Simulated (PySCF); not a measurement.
C3H4ClFSi, SMILES C#C[Si@H](Cl)CF.

Geometry optimised at PBE-D3(BJ)/def2-SVP. The structure was generated by enumeration; whether it is a known compound was not checked. The values are those of a single conformer.

Calculation: TDDFT-PBE/def2-SVPD (PySCF 2.14.0).

Vertical excitations. Isolated molecule, no solvent.

Computed lowest excited states:
| state | energy (eV) | λ (nm) | f | main pairs |
|---|---|---|---|---|
| S1 | 5.24 | 237 | 0.001 | HOMO→LUMO 99 % |
| S2 | 5.72 | 217 | 0.010 | HOMO−1→LUMO 58 %, HOMO→LUMO+1 39 % |
| S3 | 5.78 | 214 | 0.001 | HOMO−2→LUMO 94 % |
| S4 | 6.03 | 206 | 0.016 | HOMO−1→LUMO+1 75 % |
| S5 | 6.10 | 203 | 0.029 | HOMO−3→LUMO 63 %, HOMO−1→LUMO+1 14 %, HOMO→LUMO+1 10 % |
| S6 | 6.15 | 202 | 0.036 | HOMO−2→LUMO+1 41 %, HOMO−3→LUMO 32 %, HOMO→LUMO+1 13 %, HOMO−1→LUMO 8 % |
| S7 | 6.51 | 190 | 0.001 | HOMO−4→LUMO 99 % |
| S8 | 6.58 | 189 | 0.001 | HOMO−3→LUMO+1 97 % |
| S9 | 6.65 | 186 | 0.023 | HOMO−5→LUMO 94 % |
| S10 | 6.98 | 178 | 0.120 | HOMO−4→LUMO+1 23 %, HOMO−1→LUMO+2 21 %, HOMO−2→LUMO+1 16 %, HOMO−5→LUMO+1 14 % |
| T1 | 4.63 | 268 | 0 | HOMO−1→LUMO 66 %, HOMO→LUMO+1 16 % |
| T2 | 4.89 | 253 | 0 | HOMO→LUMO 79 % |
| T3 | 5.05 | 245 | 0 | HOMO→LUMO+1 58 %, HOMO−1→LUMO 24 %, HOMO−2→LUMO+1 15 % |
| T4 | 5.40 | 230 | 0 | HOMO−2→LUMO 56 %, HOMO−1→LUMO+1 25 %, HOMO→LUMO 15 % |
Triplets are in the Tamm–Dancoff approximation, which puts them higher than full response would, so one can lie above its singlet here.
